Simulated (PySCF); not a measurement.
SSn, SMILES [S]=[Sn] (connectivity only; charge and spin as stated), neutral, multiplicity 1.

Coordinates come from a PBE-D3(BJ)/def2-TZVP optimisation. The def2 effective core potentials stand for the cores of Sn; spin–orbit coupling is left out.

All values below come from IEF-PCM-ωB97X/def2-TZVPD in PySCF.

The values are the electrostatic part of the solvation free energy, E(continuum) − E(gas) at the gas-phase geometry, in a cavity of scaled van der Waals radii (PySCF's table); cavitation and dispersion terms are not included. A continuum can't describe solvent molecules that bind to the metal. In vacuum the orbital gap is 8.62 eV. The dipole moment in vacuum is 3.93 D.

```tsv
solvent	ε	ΔG(elec) (kcal/mol)	dipole (D)	gap (eV)
water	78.36	-7.2	6.36	9.01
ethylethanoate	5.99	-5.3	5.71	8.94
cyclohexanone	15.62	[?]	[?]	[?]
```

Some entries are withheld; supply them. (The exact figures need the calculation; the answer reports its results.)


- cyclohexanone, ΔG(elec) (kcal/mol): -6.5
- cyclohexanone, dipole (D): 6.12
- cyclohexanone, gap (eV): 8.98
